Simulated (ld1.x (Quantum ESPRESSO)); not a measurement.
phosphorus (P): one change to a TM potential, before and after

ld1.x (Quantum ESPRESSO) 7.5 input, shortened:

```
&input
   title='P', zed=15., rel=0, dft='PW91', iswitch=3,
   config='[Ne] 3s2 3p2'
 /
 &inputp
   pseudotype=2, tm=.true., lloc=0,
   nlcc=.false.
 /
2
3P  2  1   2.00   0.00  1.50  1.50  0.0
3S  1  0   2.00   0.00  1.70  1.70  0.0
 &test
   configts(1)='3s2 3p2'
 /
```

Change: core correction a·sin(br)/r model core inside 0.60 bohr.

Cutoffs: the cutoffs (Ry, on a coarse ladder) from which the occupation-weighted sum of valence levels, in a spherical-Bessel basis at the reference potential, stays within 10 and 1 mRy of its value at 400 Ry; they do not see the model core or the augmentation charge, which bear on the density cutoff. Errors are all-electron minus pseudo energies relative to the spin-unpolarised reference configuration.

Question: What does the change do?

Answer: The potential gets neither clearly harder nor softer (30 Ry and 50 Ry → 30 Ry and 50 Ry); of the 7 tests that both files solve, the error grows in 2 and shrinks in 2 by more than 15 % and 0.3 meV (median size 3.3 → 7.6 meV); neither file shows a bound ghost. A model core, the more so a compact one, raises the density cutoff, which this test does not measure.

| quantity | base | changed |
| --- | --- | --- |
| cutoff, loose | 30 Ry | 30 Ry |
| cutoff, tight | 50 Ry | 50 Ry |
| bound ghosts | none | none |
| error for 3s2 3p3, meV [ΔE -9.79 eV] | +3.3 | +4.2 |
| error for 3s2 3p1, meV [ΔE 19.22 eV] | +9.1 | +9.6 |
| error for 3s2 3p0, meV [ΔE 49.05 eV] | +55 | +49 |
| error for 3s1 3p3, meV [ΔE 9.03 eV] | +2.7 | -1.8 |
| error for 3s0 3p5, meV [ΔE 7.25 eV] | +2.3 | -7.6 |
| error for 3s1 3p0, meV [ΔE 101.02 eV] | +220 | +110 |
| error for 3s2 3p2.5, meV [ΔE -5.99 eV] | +1.1 | +1.4 |
| s: phases at 1.84 bohr within 0.05 rad from the reference energy up to (Ry; the scan ends near 5) | 3.5 | 3.5 |
| p: phases at 1.84 bohr within 0.05 rad from the reference energy up to (Ry; the scan ends near 5) | 3.9 | 3.9 |
